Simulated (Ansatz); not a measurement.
C₃H₉AlO, SMILES `CO[CH2][AlH][CH3]`. Total charge 0; spin multiplicity 1.

| atom | x (Å) | y (Å) | z (Å) |
| --- | --- | --- | --- |
| C1 | 0.067 | -0.683 | -1.806 |
| O2 | -0.922 | -1.056 | -0.898 |
| C3 | -1.484 | 0.070 | -0.237 |
| Al4 | -0.298 | 0.894 | 1.130 |
| C5 | 1.401 | 0.073 | 1.626 |
| H6 | 0.478 | -1.591 | -2.249 |
| H7 | 0.887 | -0.131 | -1.316 |
| H8 | -0.336 | -0.046 | -2.607 |
| H9 | -2.382 | -0.296 | 0.280 |
| H10 | -1.862 | 0.798 | -0.974 |
| H11 | -0.817 | 2.212 | 1.863 |
| H12 | 1.518 | 0.018 | 2.713 |
| H13 | 1.508 | -0.934 | 1.217 |
| H14 | 2.242 | 0.672 | 1.256 |

What are the harmonic wavenumbers in cm⁻¹ at PBE0-D4/def2-TZVP (Ansatz, finite differences of forces, unscaled)? (Estimate.)

Computed: 65, 80, 97, 124, 220, 299, 362, 416, 524, 562, 582, 685, 715, 766, 958, 1146, 1176, 1212, 1215, 1250, 1292, 1435, 1437, 1442, 1469, 1477, 1495, 1888, 2949, 2964, 3006, 3033, 3038, 3105, 3128, 3132.

Is this a minimum?

Yes, all 36 modes are real.

Give the ideal-gas thermochemistry at 298.15 K and 1 bar (rigid rotor, harmonic oscillator; point group C1, symmetry number 1).

Zero-point energy 291.6 kJ/mol; H(298) − E = 316.3 kJ/mol; entropy 373.7 J/(mol·K), of which translation 164.7, rotation 112.6, vibration 96.4; G(298) − E = 204.9 kJ/mol. Modes under 100 cm⁻¹ are hindered rotations or soft bends, so the harmonic entropy is rough.

And at 400, 500, 600, 800 and 1000 K?


```json
{"T (K)": "400", "H − E (kJ/mol)": "330.5", "S (J/mol/K)": "414.4", "G − E (kJ/mol)": "164.7"}
{"T (K)": "500", "H − E (kJ/mol)": "346.9", "S (J/mol/K)": "450.8", "G − E (kJ/mol)": "121.4"}
{"T (K)": "600", "H − E (kJ/mol)": "365.3", "S (J/mol/K)": "484.5", "G − E (kJ/mol)": "74.7"}
{"T (K)": "800", "H − E (kJ/mol)": "407.4", "S (J/mol/K)": "544.7", "G − E (kJ/mol)": "-28.4"}
{"T (K)": "1000", "H − E (kJ/mol)": "454.7", "S (J/mol/K)": "597.5", "G − E (kJ/mol)": "-142.7"}
```
